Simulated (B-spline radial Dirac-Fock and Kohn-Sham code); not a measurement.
3p3/2 emission of Tc⁵⁺

System: Tc⁵⁺ in the configuration [Kr] 4d2.

Input file task.json (cfg lists n, l and occupation; rrms is the nuclear radius in fm):

```json
{"items": [{
  "Z": 43,
  "q": 5,
  "cfg": [[1, 0, 2], [2, 0, 2], [2, 1, 6], [3, 0, 2], [3, 1, 6], [3, 2, 10], [4, 0, 2], [4, 1, 6], [4, 2, 2]],
  "A": 97,
  "rrms": 4.4112,
  "do": ["binding", "quiet", "decay"],
  "holes": ["K", "L1", "L2", "L3", "M1", "M2", "M3", "M4", "M5", "N1", "N2", "N3"]
}]}
```

Command: `python xray_run.py task.json out`

Method: independent-particle radiative and Coulomb Auger rates from relativistic LDA hole-state orbitals, with Dirac-Fock energies. Computed with an atomic code on a B-spline grid.

```tsv
line	multipole	energy (eV)	rate (s⁻¹)	share (%)
M3-M4	E1	173.0	5.46e+10	5.52
M3-M5	E1	176.7	5.29e+11	53.5
M3-N1	E1	361.1	2.80e+11	28.3
M3-N4	E1	440.8	1.33e+10	1.35
Mγ	E1	441.2	1.12e+11	11.3
```

The listed lines hold 100.0 % of the radiative rate. The radiative width is 0.000652 eV in the length form and 0.000573 eV in the velocity form; the two differ because the transition energies are not eigenvalue differences of the potential that gave the orbitals.
